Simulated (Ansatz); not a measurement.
Molecule: CNSi, charge -1, multiplicity 1. SMILES of the parent species: N#C[Si]
Coordinates optimised at B3LYP-D3(BJ)/def2-TZVP (Ansatz, a program for electronic structure):
```
C
N 1 1.1762
Si 1 1.8549 2 180.00
```
Charge -1, spin multiplicity 1.

Parts of the frozen-core correlation energy in cc-pV(D+d)Z (Ansatz, hartree). Frozen orbitals: 7; correlated occupied orbitals by spin: 7 and 7; virtual: 37 and 37. Spin-orbit coupling is left out. No relativistic terms. The restricted reference is unstable.

```json
[
 {"term": "reference (HF)", "value": "-381.18466"},
 {"term": "MP2 opposite-spin", "value": "-0.26260"},
 {"term": "MP2 same-spin", "value": "-0.09105"},
 {"term": "CCSD correlation", "value": "-0.37652"},
 {"term": "(T)", "value": "-0.01785"},
 {"term": "CCSDT minus CCSD(T)", "value": "-0.00477"},
 {"term": "T1 diagnostic", "value": "0.018"},
 {"term": "largest doubles amplitude", "value": "0.169"}
]
```
